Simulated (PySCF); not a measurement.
# Electronic structure of F (fluorine, neutral) at the UHF level

Configuration: [He] 2s2 2p5, 2P determinant. Calculation: PySCF 2.14, in jorge-DZP-DKH; scalar relativity by spin-free X2C-1e.

| Property | Result |
| --- | --- |
| Total energy | -99.483874 hartree |
| One-electron energy | -139.3708 hartree |
| Hartree (Coulomb) energy | 49.9466 hartree |
| Exchange energy | -10.0597 hartree |
| ⟨S²⟩ | 0.7523 |
| ⟨L²⟩ | 2.007 |
| Sum of ⟨r⟩ | 7.756 bohr |
| Sum of ⟨r²⟩ | 10.12 bohr² |
| Traceless quadrupole moment −½Σ⟨3z² − r²⟩ along its main axis | 0.673 e·bohr² |
| Langevin diamagnetic susceptibility | -8.01 ×10⁻⁶ cm³/mol |
| Time after the integrals | 0.06 s of wall time on 1 thread of Neoverse-V1 (shared host) |

```csv
shell,electrons,mean orbital energy (hartree),spread (hartree),"rms radius, mean of both spins (bohr)"
1s α,1,-26.42998,0,0.204
1s β,1,-26.38180,0,0.204
2s α,1,-1.66904,0,1.10
2s β,1,-1.47578,0,1.10
2p α,3,-0.76379,0.11078,1.23
2p β,2,-0.67448,0,1.23
```
